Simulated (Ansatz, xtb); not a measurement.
Relative energy of two isomers of C3H5BrSi

We compare I, `C#CC[SiH2]Br`, a singlet, with II, `C#C[SiH2]CBr`, a singlet. Both are isolated molecules in the gas phase, relaxed with PBE-D3(BJ)/def2-SVP; the shapes shown needn't be the lowest conformers.

I (Å):

```yaml
atoms:
  - { symbol: C, position_ang: [-0.0664, 1.5204, 2.2956] }
  - { symbol: C, position_ang: [-0.6444, 1.6186, 1.2210] }
  - { symbol: C, position_ang: [-1.2700, 1.8146, -0.0751] }
  - { symbol: Br, position_ang: [-1.3750, 3.6322, -2.9342] }
  - { symbol: Si, position_ang: [-0.4287, 3.3010, -0.9216] }
  - { symbol: H, position_ang: [0.4284, 1.4129, 3.2503] }
  - { symbol: H, position_ang: [-2.3578, 2.0227, 0.0164] }
  - { symbol: H, position_ang: [-1.1613, 0.9217, -0.7277] }
  - { symbol: H, position_ang: [1.0288, 3.0169, -1.1227] }
  - { symbol: H, position_ang: [-0.6229, 4.5364, -0.0961] }
```

II (Å):

```xyz
10

C    -0.6602    2.9973   -1.5082
C    -0.4999    1.9569   -0.8738
C     1.2155   -0.5425   -0.7841
Br    1.5353   -2.2252    0.1778
Si   -0.2200    0.3859    0.0437
H    -0.8069    3.9158   -2.0623
H     0.1381    0.6902    1.4681
H    -1.4582   -0.4587   -0.0116
H     0.9909   -0.8022   -1.8362
H     2.1575    0.0376   -0.7549
```

Quicker runs give these differences E(II) − E(I): GFN2-xTB +1.653 eV; HF/STO-3G +0.888 eV (at GFN2-xTB geometries); r2SCAN-D4/def2-SVP +1.112 eV (at GFN2-xTB geometries).

Question: Estimate E(II) − E(I) at the level CCSD(T)/def2-SVP + ΔMP2/def2-TZVPP.

Answer: Calculated at CCSD(T)/def2-SVP + ΔMP2/def2-TZVPP: E(II) − E(I) = +0.968 eV, so structure I lies lower.

Level by level:

```
                             level             geometry  E(II) − E(I) (eV)  departure from the last row (eV)  job, with rough time for the two
                          GFN2-xTB             GFN2-xTB              +1.653                            +0.685              optimisation, 0.27 s
                         HF/STO-3G             GFN2-xTB              +0.888                            −0.080                 single point, 1 s
                r2SCAN-D4/def2-SVP             GFN2-xTB              +1.112                            +0.144               single point, 4.5 s
               PBE-D3(BJ)/def2-SVP  PBE-D3(BJ)/def2-SVP              +1.124                            +0.157                optimisation, 42 s
                       HF/def2-SVP  PBE-D3(BJ)/def2-SVP              +1.150                            +0.182           part of the CCSD(T) run
                      MP2/def2-SVP  PBE-D3(BJ)/def2-SVP              +1.144                            +0.176           part of the CCSD(T) run
                  CCSD(T)/def2-SVP  PBE-D3(BJ)/def2-SVP              +1.088                            +0.120                      single point
CCSD(T)/def2-SVP + ΔMP2/def2-TZVPP  PBE-D3(BJ)/def2-SVP              +0.968                                                  single point, 72 s
```

As drawn, II has 1 C–Si, 1 C–Br in place of 1 C–C, 1 Br–Si.

None of the levels shown reverses the order. The largest departure from CCSD(T)/def2-SVP + ΔMP2/def2-TZVPP is that of GFN2-xTB, 0.685 eV. The last row adds to CCSD(T) the change of the MP2 difference between the two basis sets, here −0.120 eV.

With thermal terms from frequencies at re-optimised GFN2-xTB minima (ideal gas, soft modes damped towards free rotors, one conformer each, 298.15 K, 1 atm): on the last row, ΔE + ΔZPE = +0.932, ΔH = +0.938, ΔG = +0.921 eV.

The correlated steps freeze 17 core orbitals; the filled d shell of Br is correlated, in a basis made for valence electrons. Programs: Ansatz 0.2.0, xtb 6.7.1; the last row on 2 threads of Intel(R) Xeon(R) Processor @ 2.70GHz on a shared host.
